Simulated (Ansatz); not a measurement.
Input for Ansatz (a program for electronic structure): R-BHLYP/def2-TZVPPD on HBr (SMILES Br) with ghost functions. Files ending in .json are basis or fitting sets from the Basis Set Exchange.

Ansatz 0.2 input:
```yaml
crystal:
  periodic: [false, false, false]
  atoms:
    - {symbol: Br, position_ang: [-0.54183963, -0.01270923, 4.02535655]}
    - {symbol: H, position_ang: [-0.33510134, -0.43489226, 2.64478310]}
basis:
  gaussian:
    orbitals: def2-TZVPPD.json
    ghost_atoms:
      - {symbol: C, position_ang: [-0.15652583, 0.48939486, 0.21188033]}
      - {symbol: O, position_ang: [-0.17822663, -0.76300003, 0.90543363]}
      - {symbol: H, position_ang: [-0.03892973, 0.33832945, -0.86339618]}
      - {symbol: H, position_ang: [0.70400718, 1.03688556, 0.58944981]}
      - {symbol: H, position_ang: [-1.06008183, 1.07226993, 0.40661723]}
      - {symbol: H, position_ang: [-0.93561465, -1.27924997, 0.60774502]}
hamiltonian:
  xc: {name: BHLYP}
scf: {lower_state_search: off}
```

Output:

```
WARN ansatz: RAYON_NUM_THREADS=1 ignored (pool sized by the plan → 1); use --threads N
Functional definition: BHLYP
these checks for a lower state are left out or cut short: stability, starts, cluster_reference, orbital_swaps, neighbouring_geometries, increment
integrals: 0.12 GiB planned
1101 factors; their error is unknown
mean field: 1.12 GiB planned
mean field evaluation 1: about -70061.6683 eV, gradient 6.7e0 eV
mean field evaluation 2: about -70061.7874 eV, gradient 4.5e0 eV
mean field evaluation 4: about -70061.8379 eV, gradient 1.5e-1 eV
mean field evaluation 8: about -70062.4793 eV, gradient 1.2e-1 eV
mean field evaluation 16: about -70062.4793 eV, gradient 2.1e-6 eV
mean field -70062.47929910 eV, -2574.7486241878 hartree, gradient 2.1e-6 eV, S^2 0.000000; 0 other end points of the search recorded, 0 dependent functions left out
reference -70062.47942924 eV, -2574.7486289702 hartree; 18, 18 occupied and 201, 201 virtual orbitals, 1101 factors
Total energy: -70062.47942924 eV, -2574.7486289702 hartree
Checks for a lower state left out: stability, starts, cluster_reference, orbital_swaps, neighbouring_geometries, increment
```

The calculation finished and met its thresholds.

Cost: roughly 4 core-seconds.
